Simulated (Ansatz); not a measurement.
Isolated molecules relaxed with PBE0-D4/def2-TZVP in Ansatz; ΔE leaves out vibrations. CCSD(T)/CBS is the MP2 limit (def2-TZVPP, def2-QZVPP) plus CCSD(T) − MP2 in def2-TZVPP, frozen cores. DFT in def2-TZVPP. B3LYP here is the variant with VWN-RPA as its local correlation; programs differ in this. For Ge outer-core shells are correlated without core-valence functions, which leaves a few kJ/mol of doubt a bond. Scalar relativity is left out up to krypton. One conformer a species, not always the lowest.

Consider the ligand exchange at a Ge–C bond: `[AlH2][CH2][CH2][GeH3]` + `O[SiH3]` → `[SiH3][O][GeH3]` + `C[CH2][AlH2]`.

`[AlH2][CH2][CH2][GeH3]`:

Cartesian coordinates in Å:
```
Al 0.263 2.140 -1.410
C -0.033 0.865 0.053
C 0.085 -0.617 -0.312
Ge -0.228 -1.810 1.215
H 0.149 3.703 -1.141
H 0.617 1.613 -2.869
H -1.020 1.081 0.485
H 0.668 1.122 0.860
H -0.625 -0.889 -1.098
H 1.076 -0.847 -0.716
H -1.642 -1.564 1.779
H 0.793 -1.501 2.328
H -0.103 -3.297 0.827
```

`O[SiH3]`:

Cartesian coordinates in Å:
```
O 0.414 0.982 0.712
Si -0.275 -0.232 -0.163
H 1.370 1.036 0.725
H 0.087 -0.145 -1.605
H -1.738 -0.069 -0.002
H 0.142 -1.573 0.333
```

`[SiH3][O][GeH3]`:

Cartesian coordinates in Å:
```
Si 0.322 -1.453 0.440
O -0.642 -0.262 -0.126
Ge -0.421 1.465 -0.472
H 1.490 -1.669 -0.460
H -0.479 -2.700 0.515
H 0.845 -1.120 1.794
H -1.782 1.960 -0.973
H 0.668 1.609 -1.547
H -0.002 2.170 0.829
```

`C[CH2][AlH2]`:

Z-matrix (Å, degrees):
```
C
C 1 1.528
H 1 1.093 2 111.7
H 1 1.094 2 112.2 3 120.4
H 1 1.093 2 111.7 3 -119.2
Al 2 1.958 1 116.9 3 59.6
H 2 1.099 1 110.4 3 -177.4
H 2 1.099 1 110.4 3 -63.2
H 6 1.592 2 121.0 1 -0.5
H 6 1.592 2 119.8 1 179.5
```

```
             level  ΔE (kJ/mol)  difference from CCSD(T)/CBS
            PBE-D4        -45.7                          4.6
         r2SCAN-D4        -54.5                         -4.2
           PBE0-D4        -48.9                          1.4
          B3LYP-D4        -57.8                         -7.5
           ωB97X-V        -57.6                         -7.3
           ωB97M-V        -54.2                         -3.9
            B2PLYP        -59.4                         -9.1
               PBE        -47.1                          3.2
            r2SCAN        -54.9                         -4.6
              PBE0        -50.1                          0.2
             B3LYP        -59.9                         -9.6
     HF/def2-TZVPP        -78.1                        -27.8
    MP2/def2-TZVPP        -52.6                         -2.3
SCS-MP2/def2-TZVPP        -59.5                         -9.2
   CCSD/def2-TZVPP        -56.3                         -6.0
CCSD(T)/def2-TZVPP        -53.9                         -3.6
     HF/def2-QZVPP        -80.2                        -29.9
    MP2/def2-QZVPP        -51.3                         -1.0
SCS-MP2/def2-QZVPP        -58.5                         -8.2
      HF/CBS(def2)        -80.5                        -30.2
     MP2/CBS(def2)        -49.0                          1.3
    CCSD/CBS(def2)        -52.7                         -2.4
       CCSD(T)/CBS        -50.3                            0
```

Largest T1 diagnostic among the species: 0.012.

From PBE to PBE0 (25 % exact exchange), in def2-TZVPP and without D4, ΔE moves by −3.0 kJ/mol. In def2-TZVPP, CCSD(T) changes the Hartree–Fock value by +24.2 kJ/mol (the triples alone add +2.4 kJ/mol) and MP2 by +25.5 kJ/mol.
